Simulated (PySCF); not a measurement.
Radial density of Nd⁺ (neodymium, charge +1)

BHandHLYP, [Xe] 4f4 6s1, one real determinant. Calculation: PySCF 2.14, in ANO-RCC-VTZP (8s7p5d3f2g1h, 104 functions); the spin-free X2C one-electron Hamiltonian (Gaussian nucleus).

```tsv
r (bohr)	4πr²ρ (e/bohr)	4πr²(ρα − ρβ)
0.0203	77.06	0.0027
0.0341	69.65	0.0042
0.0573	96.59	0.0119
0.0965	92.83	0.0077
0.162	82.27	0.1299
0.273	70.17	0.8793
0.459	36.05	3.0121
0.772	28.73	3.7465
1.30	9.852	1.9292
2.18	3.277	0.3658
3.67	0.4682	0.3464
6.18	0.08154	0.0811
10.4	0.0002095	0.0002
17.5	1.030e-05	0.0000
```

Densities and radii are taken from the X2C orbitals without a picture-change correction, which distorts them close to the nucleus.

⟨L²⟩ = 34.01 against 42 for a pure I term, so this real determinant mixes terms. Spin-orbit coupling, absent here, splits the open shell strongly.
